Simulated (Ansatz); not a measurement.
Correlation energies of `CCS[Si](O)(O)O` by basis set

```xyz
15

C     1.9766    0.1881    0.7129
C     0.9270    1.2749    0.6232
S    -0.7337    0.7439    1.1720
Si   -1.3298   -0.4785   -0.4440
O    -0.6591   -1.9676   -0.5353
O    -2.9388   -0.7135   -0.2707
O    -0.8717    0.2769   -1.8175
H     2.9531    0.5841    0.4187
H     2.0556   -0.1975    1.7311
H     1.7370   -0.6492    0.0548
H     1.1721    2.1116    1.2802
H     0.8355    1.6630   -0.3911
H    -0.9358   -2.6072    0.1228
H    -3.4708    0.0612   -0.0813
H    -0.7172   -0.2902   -2.5759
```

Charge 0, multiplicity 1. The structure was optimised at the PBE0-D4/def2-TZVP level. It is one conformer, not always the lowest. Frozen core, restricted reference, Ansatz 0.2.0. CBS rows extrapolate triple and quadruple zeta; past MP2 they add the triple-zeta difference.

| basis | HF (Eh) | MP2 corr. |
| --- | --- | --- |
| def2-TZVPP | -991.81388 | -1.36329 |
| def2-QZVPP | -991.84938 | -1.47119 |

Estimate the CCSD correlation energy and the (T) correction in each basis where they were run (hartree).


| basis | CCSD corr. | (T) |
| --- | --- | --- |
| def2-TZVPP | -1.40840 | -0.05499 |
| CBS(def2) | -1.59622 | as TZ |
